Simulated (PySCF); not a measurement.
Relaxation of singlet [ZrCl3]+

These are results of PBE0/[Zr def2-TZVP with ECP28, Cl def2-TZVP], scalar-relativistic core potentials, density fitting, no spin–orbit coupling, PySCF, not measurements. A (50,194) grid was used.

A hand-made trigonal planar start, of D3h symmetry, held to at least that symmetry:

```xyz
4
charge 1 multiplicity 1, angstrom
Zr    0.0000    0.0000    0.0000
Cl    2.4794    0.0000    0.0000
Cl   -1.2397    2.1472    0.0000
Cl   -1.2397   -2.1472    0.0000
```

(1) What forces act on the atoms at the start (eV/Å)?

(2) What does it relax to?

(3) How much energy is released, and in how many steps?

## Answers

(1) 
| atom | Fx | Fy | Fz |
| --- | --- | --- | --- |
| Zr1 | -0.02 | 0.00 | 0.00 |
| Cl2 | -3.16 | 0.00 | 0.00 |
| Cl3 | 1.59 | -2.73 | 0.00 |
| Cl4 | 1.59 | 2.73 | 0.00 |

(2) It ends at D3h with Zr–Cl 2.266 Å (×3); Cl–Zr–Cl 120.0° (×3). A frequency run shows 1 imaginary mode, down to 77i cm⁻¹, so it is a saddle point. Other isomers or separated fragments may lie lower.

(3) 113.1 kJ/mol in 5 steps.

The relaxation took 30 s on 4 threads of a shared Arm Neoverse N1 host, with 151 basis functions and 6 gradients; the process peaked at 0.84 GiB. Launch command: `OMP_NUM_THREADS=4 python axn.py task.json out`.
